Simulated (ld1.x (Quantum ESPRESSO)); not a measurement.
## hydrogen (H): one change to an RRKJ potential, before and after

```json
{
 "Element": "H (Z = 1)",
 "Generator": "ld1.x (Quantum ESPRESSO) 7.5",
 "Type": "norm-conserving RRKJ (Kleinman–Bylander form)",
 "Functional": "BLYP",
 "Relativity": "scalar-relativistic",
 "Frozen core": "none",
 "Valence charge": "1",
 "Reference configuration": "1s0.5 (charge +0.5)",
 "Partial waves": "2p channel at -0.05 Ry: rc 1.05 bohr; 1s (bound): rc 0.95 bohr",
 "Local potential": "the s channel",
 "Core correction": "none"
}
```

Change: wave 1s (bound): rc 0.95 bohr becomes 1s (bound): rc 0.80 bohr.

Cutoffs: the cutoffs (Ry, on a coarse ladder) from which the occupation-weighted sum of valence levels, in a spherical-Bessel basis at the reference potential, stays within 10 and 1 mRy of its value at 400 Ry; they do not see the model core or the augmentation charge, which bear on the density cutoff. Errors are all-electron minus pseudo energies relative to the spin-unpolarised reference configuration.

Q: Predict the effect on cutoff, ghosts and configuration errors.

A: The potential gets harder (21 Ry and 50 Ry → 25 Ry and 60 Ry); neither file shows a bound ghost. A smaller radius makes the pseudo-wave follow the all-electron one further in, where it bends more sharply, so more plane waves are needed.

```csv
quantity,base,changed
"cutoff, loose",21 Ry,25 Ry
"cutoff, tight",50 Ry,60 Ry
bound ghosts,none,none
"error for 1s1, meV [ΔE -4.78 eV]",+10,+10.0
s: phases at 1.16 bohr within 0.05 rad from the reference energy up to (Ry; the scan ends near 5),to the end of the scan,to the end of the scan
p: phases at 1.16 bohr within 0.05 rad from the reference energy up to (Ry; the scan ends near 5),to the end of the scan,to the end of the scan
```
